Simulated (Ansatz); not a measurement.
A made-up structure of SiH₃Te, doublet:

```tsv
atom	x (Å)	y (Å)	z (Å)
Si1	1.2488	1.1012	0.3369
Te2	-0.1991	-0.8062	-0.3070
H3	-1.8255	-0.4750	0.0108
H4	0.3145	-2.0958	0.6569
H5	0.4632	2.0102	-0.4200
```

It is relaxed with PBE-D4/def2-SVP and then PBE0-D4/def2-TZVP (Ansatz 0.2.0). Atoms count as bonded within 1.22 times the sum of their covalent radii (H–H: 0.88 Å). The end point is not checked to be a true minimum.

Problem. Does its bonding change? (Judge from chemistry; the calculation decides.)

Solution. Computed: No: no bond forms or breaks.

Where it ends: The first stage lowers the energy by 0.59 eV in 9 steps. It ends as SiH₃Te ([SiH][TeH2]):
| atom | x (Å) | y (Å) | z (Å) |
| --- | --- | --- | --- |
| Si1 | 1.1649 | 1.2011 | 0.5986 |
| Te2 | -0.2536 | -0.7194 | -0.4747 |
| H3 | -1.7622 | -0.7292 | 0.2726 |
| H4 | 0.1826 | -1.9795 | 0.5212 |
| H5 | 0.6703 | 1.9614 | -0.6401 |

Labels in which every atom is bracketed show which atoms are joined, not bond orders.

For scale, one of the runs: PBE0-D4/def2-TZVP relaxation, 105 basis functions, launched by `ansatz run in.yaml --threads 2 --pin off --events-out ev --progress --plain --max-ram 4352MiB`. The run took about 21 s on 2 CPU threads of an Arm Neoverse V2 (shared host).
